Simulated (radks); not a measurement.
Species: Sn2+. Configuration: [Kr] 4d10 5s2 (the NIST ground configuration).

All-electron calculation, Dirac Kohn-Sham, LDA (Slater exchange, Perdew-Wang correlation), spin-unpolarised, spherical densities, point nucleus. Program: a radial shooting solver on a logarithmic mesh with Libxc functionals.

Energy parts (hartree):
part                        energy
total                  -6172.87736
kinetic                 6498.41125
electron-nucleus      -14959.06654
Hartree                 2447.12882
exchange-correlation    -159.35089

Orbitals (lengths in bohr, moments of r in powers of bohr; <r^-3> diverges for s and p1/2):
orbital  occ.  eigenvalue (hartree)  <r^-3>
1s1/2       2             -1064.954       -
2s1/2       2             -161.3072       -
2p1/2       2             -150.8001       -
2p3/2       4             -142.3363    4297
3s1/2       2             -31.63309       -
3p1/2       2             -27.35848       -
3p3/2       4             -25.81324   799.4
3d3/2       4             -18.22884   125.7
3d5/2       6             -17.90951   117.3
4s1/2       2              -5.55470       -
4p1/2       2              -4.13029       -
4p3/2       4              -3.84887   145.4
4d3/2       4              -1.61745   15.70
4d5/2       6              -1.57859   14.47
5s1/2       2              -0.97475       -

The highest occupied level is 5s1/2 at -26.524 eV. The density falls to 0.001 e/bohr^3 at r = 3.67 bohr. For comparison, the ionisation energy in NIST's Atomic Spectra Database is 30.506 eV (measured). In exact Kohn-Sham theory the highest level is minus the ionisation energy, but local and semilocal functionals leave it too shallow, through self-interaction and a potential that decays too fast; potentials with the right tail come closer. Summed over all electrons, <r^2> = 34.38 bohr^2, which gives a Langevin (diamagnetic) susceptibility term of -27.2 x 10^-6 cm^3/mol.
